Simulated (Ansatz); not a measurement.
One change: `C[C@H]1C[Si@H]1Cl` becomes `F[C@H]1C[Si@@H]1Cl`.

Ansatz, PBE0-D4/def2-TZVP geometries, multiplicity 1. 

| property | `C[C@H]1C[Si@H]1Cl` |
| --- | --- |
| HOMO–LUMO gap (ωB97M-V/def2-TZVPP) / eV | 11.17 |
| HOMO energy (PBE0/def2-TZVPP) / eV | -6.88 |
| HOMO–LUMO gap (B3LYP/def2-TZVPP) / eV | 6.81 |
| LUMO energy (PBE/def2-TZVPP) / eV | -0.58 |
| HOMO energy (ωB97M-V/def2-TZVPP) / eV | -9.03 |
| HOMO–LUMO gap (PBE/def2-TZVPP) / eV | 5.16 |

Task: What does the change do to each property? (Estimate.)

Result: The calculation gave: 
| property | `F[C@H]1C[Si@@H]1Cl` | shift |
| --- | --- | --- |
| HOMO–LUMO gap (ωB97M-V/def2-TZVPP) / eV | 11.31 | 0.14 |
| HOMO energy (PBE0/def2-TZVPP) / eV | -7.26 | -0.38 |
| HOMO–LUMO gap (B3LYP/def2-TZVPP) / eV | 6.86 | 0.05 |
| LUMO energy (PBE/def2-TZVPP) / eV | -0.95 | -0.37 |
| HOMO energy (ωB97M-V/def2-TZVPP) / eV | -9.43 | -0.40 |
| HOMO–LUMO gap (PBE/def2-TZVPP) / eV | 5.05 | -0.11 |

B3LYP here is the variant with VWN-RPA as its local correlation; programs differ in this.
